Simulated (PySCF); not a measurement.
A run for PySCF: D3(BJ) and D4 dispersion corrections on CH4GeO (SMILES [CH3][Ge][OH]), a point of a torsion scan.

```python
from pyscf import gto
from pyscf.dispersion import dftd3, dftd4

mol = gto.M(
    atom='''
    C    -0.89673114   -0.07446907    0.01789583
    Ge    0.63315324    1.30417010   -0.03242890
    O     1.19118823    1.01866548   -1.68442296
    H    -0.62200668   -1.00290355   -0.48425013
    H    -1.76904590    0.33428262   -0.49648640
    H    -1.20362564   -0.31719120    1.03358851
    H     0.81172615    0.38090788   -2.28658111
    ''',
    basis='def2-svp',
    charge=0, spin=0, verbose=0, max_memory=1800)
d3, d4 = {}, {}
for xc in ['hf', 'pbe', 'blyp', 'revpbe', 'tpss', 'r2scan', 'b3lyp', 'pbe0', 'bhlyp', 'camb3lyp', 'b2plyp']:
    d3[xc] = float(dftd3.DFTD3Dispersion(mol, xc=xc, version='d3bj', atm=False).get_dispersion()['energy'])
    print(f'D3(BJ) {xc:10s} {d3[xc]:14.8f} Eh')
for xc in ['hf', 'pbe', 'blyp', 'revpbe', 'tpss', 'r2scan', 'b3lyp', 'pbe0', 'bhlyp', 'camb3lyp', 'b2plyp']:
    d4[xc] = float(dftd4.DFTD4Dispersion(mol, xc={'camb3lyp': 'cam-b3lyp'}.get(xc, xc), atm=True).get_dispersion()['energy'])
    print(f'D4     {xc:10s} {d4[xc]:14.8f} Eh')
```

Program output:

```
D3(BJ) hf            -0.03615052 Eh
D3(BJ) pbe           -0.00416597 Eh
D3(BJ) blyp          -0.00927496 Eh
D3(BJ) revpbe        -0.01058420 Eh
D3(BJ) tpss          -0.00530750 Eh
D3(BJ) r2scan        -0.00108700 Eh
D3(BJ) b3lyp         -0.00762422 Eh
D3(BJ) pbe0          -0.00363168 Eh
D3(BJ) bhlyp         -0.00622201 Eh
D3(BJ) camb3lyp      -0.00335991 Eh
D3(BJ) b2plyp        -0.00364772 Eh
D4     hf            -0.01505001 Eh
D4     pbe           -0.00406507 Eh
D4     blyp          -0.00912077 Eh
D4     revpbe        -0.01270439 Eh
D4     tpss          -0.00549418 Eh
D4     r2scan        -0.00091695 Eh
D4     b3lyp         -0.00664000 Eh
D4     pbe0          -0.00338671 Eh
D4     bhlyp         -0.00514417 Eh
D4     camb3lyp      -0.00342581 Eh
D4     b2plyp        -0.00280211 Eh
```

The run finished.

Cost: roughly 0.020 core-seconds.
